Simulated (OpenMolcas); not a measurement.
# OpenMolcas input wanted

The species is C2HCl2Si (6 atoms), meant as a doublet with charge 0. As SMILES, `C#C[Si](Cl)Cl`. Geometry: relaxed at PBE0-D4/def2-TZVP. The run starts from this shape.

```xyz
6

C     1.3245    0.4835    1.1115
C     0.5215    0.0954    0.2972
Si   -0.5044   -0.5838   -1.0218
Cl   -1.9140   -1.8306   -0.2261
Cl   -1.4060    0.9370   -2.0463
H     2.0204    0.8345    1.8394
```

Settings wanted:

```json
{"method": "HF", "reference": "UHF", "relativity": "none", "symmetry": "none", "basis set": "3-21G", "task": "frequencies", "temperature": "298.15 K", "pressure": "1 atm", "nucleus": "point", "max steps": "50", "d and f functions": "spherical"}
```

Give an OpenMolcas 26.06 job that does this.

One that was run (others would do as well):

mol.xyz:
```
6

C      1.324500     0.483500     1.111500
C      0.521500     0.095400     0.297200
Si    -0.504400    -0.583800    -1.021800
Cl    -1.914000    -1.830600    -0.226100
Cl    -1.406000     0.937000    -2.046300
H      2.020400     0.834500     1.839400
```

calc.input:
```
* C2HCl2Si Hartree-Fock

&gateway
 baslib=$CurrDir
 coord=mol.xyz
 basis=3-21G
 group=NoSym
>>> EXPORT MOLCAS_MAXITER=50
>>> Do While

&seward

&scf
 uhf
 spin=2
 prorbitals=0

&slapaf
>>> EndDo
>>> COPY $Project.Opt.xyz $CurrDir/final.xyz
>>> COPY $Project.slapaf.h5 $CurrDir/final.slapaf.h5

&mckinley
```

```bash
$ export MOLCAS_MEM=1860
$ pymolcas calc.input > calc.log
```

(Basis files named in the input come from the Basis Set Exchange and aren't shown.)

Calculated total energy: -1277.89592 Eh.
